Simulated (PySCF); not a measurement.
Compound: C3H6AlGeN.
Bonds: C1–N2 (triple), N2–Al3, Al3–C4, C4–C5 (double), C5–Ge6, C1–Ge6. Hydrogens: H7, H8 on Al3; H9 on C4; H10 on C5; H11, H12 on Ge6.
Bond orders are those of one Lewis drawing.

Method: PBE0-D3(BJ)/def2-SVP geometry optimisation, gas phase (PySCF 2.14.0); density fitting, grid level 1; the optimiser is geomeTRIC in internal coordinates, started from a GFN2-xTB structure with every atom displaced at random (about 0.01 Å).

Step 1: E = -67784.1829 eV
```
atom  x, y, z in Å  |  force x, y, z in eV/Å
C1     -1.3222   -1.1880   -0.6528   -0.026   0.000  -0.046
N2     -1.4556   -2.1668   -1.2631    0.038  -0.068   0.017
Al3    -1.0866   -2.4004   -3.2809   -0.361  -0.066  -0.078
C4     -0.6860   -0.4396   -3.5304    0.235   0.183  -0.377
C5     -0.5955    0.6524   -2.7498    0.065  -0.149  -0.218
Ge6    -0.8821    0.7081   -0.8366   -0.095   0.125   0.133
H7      0.1751   -3.3809   -3.3755   -0.052   0.080   0.037
H8     -2.4958   -2.8355   -3.9620    0.300   0.069   0.192
H9     -0.4568   -0.2185   -4.6020   -0.104  -0.019   0.344
H10    -0.3229    1.6346   -3.1674   -0.031  -0.021   0.018
H11    -2.1076    1.5193   -0.3663    0.125  -0.096   0.013
H12     0.3459    1.0023    0.0443   -0.095  -0.038  -0.036
```

Step 2: E = -67784.1990 eV
```
atom  x, y, z in Å  |  force x, y, z in eV/Å
C1     -1.3218   -1.1905   -0.6546   -0.016   0.030  -0.053
N2     -1.4509   -2.1716   -1.2611    0.016  -0.096   0.000
Al3    -1.0946   -2.3942   -3.2780   -0.135   0.031  -0.015
C4     -0.6748   -0.4362   -3.5478    0.076   0.045  -0.118
C5     -0.5837    0.6496   -2.7630    0.006  -0.016   0.048
Ge6    -0.8867    0.7047   -0.8427   -0.002   0.026  -0.053
H7      0.1630   -3.3696   -3.3663    0.022   0.012   0.018
H8     -2.4904   -2.8342   -3.9280    0.058   0.012   0.063
H9     -0.4560   -0.1965   -4.6074   -0.019  -0.053   0.054
H10    -0.3151    1.6338   -3.1760   -0.014   0.011   0.018
H11    -2.1074    1.5013   -0.3651   -0.003  -0.002   0.021
H12     0.3283    0.9904    0.0475    0.012   0.000   0.016
```

Question: Estimate the geometry and energy of step 3. (The exact step hangs on the optimiser's Hessian estimate; all steps are aligned on step 2, rigid shifts and turns removed.)

Answer: E = -67784.2017 eV, largest force 0.076 eV/Å
```
atom  x, y, z in Å  |  force x, y, z in eV/Å
C1     -1.3216   -1.1930   -0.6615   -0.010   0.032  -0.053
N2     -1.4473   -2.1774   -1.2634    0.003  -0.068   0.034
Al3    -1.1004   -2.3885   -3.2784    0.002   0.042   0.032
C4     -0.6687   -0.4323   -3.5536    0.002  -0.016   0.015
C5     -0.5772    0.6520   -2.7664   -0.016  -0.015   0.020
Ge6    -0.8884    0.7038   -0.8477    0.017  -0.008  -0.019
H7      0.1608   -3.3596   -3.3633    0.022   0.001  -0.002
H8     -2.4937   -2.8335   -3.9072   -0.039  -0.007  -0.002
H9     -0.4534   -0.2030   -4.6126    0.020   0.018  -0.034
H10    -0.3117    1.6393   -3.1738    0.001   0.008  -0.002
H11    -2.1109    1.4940   -0.3651   -0.011   0.010   0.008
H12     0.3223    0.9854    0.0506    0.010   0.004   0.004
```

The energy changes by -0.0027 eV. The first-order estimate −F·Δx gives -0.0046 eV and the mean of the old and new forces, exact on a quadratic surface, -0.0026 eV. The step makes an angle of 61° with the force vector and moves no atom by more than 0.021 Å.

What follows is the cost of the whole optimisation. The run took 84 s wall on one thread of an Arm Neoverse V1, shared host with 32 logical CPUs at a one-minute load of 24, and the process peaked at 0.55 GiB of memory.
